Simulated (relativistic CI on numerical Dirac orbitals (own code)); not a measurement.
# Spin-allowed bands of a d3 ion in an octahedral site, by hand

Problem. Take Δ = 15400 cm⁻¹ and B = 400 cm⁻¹ for a d3 ion in an octahedral site. Calculate the three spin-allowed bands.

Working.
1. The terms of highest spin are 4F (energy 0) and 4P (15B = 6000 cm⁻¹). Here the F term splits into A2 at −1.2Δ = -18480, T2 at −0.2Δ = -3080 and T1 at +0.6Δ = 9240 cm⁻¹.
2. The two T1 states mix through the element 0.4Δ: H = [[9240, 6160], [6160, 6000]], with roots ½(H₁₁ + H₂₂) ∓ ½√[(H₂₂ − H₁₁)² + 4H₁₂²] = ½(15240) ∓ ½(12739) = 1251 and 13989 cm⁻¹.
3. The ground term is 4A2 at -18480 cm⁻¹.
4. Bands: 4T2 15400 cm⁻¹ (649 nm), 4T1(F) 19731 cm⁻¹ (507 nm), 4T1(P) 32469 cm⁻¹ (308 nm).

Check. Exact diagonalisation of the whole d3 shell with these parameters gives 4T2 15400, 4T1 19731, 4T1 32469 cm⁻¹. The match is exact, since without spin-orbit coupling no other term has this spin. The ratio of the second band to the first, 1.281, depends on Δ/B = 38.5 alone, which is how a Tanabe-Sugano diagram is read.
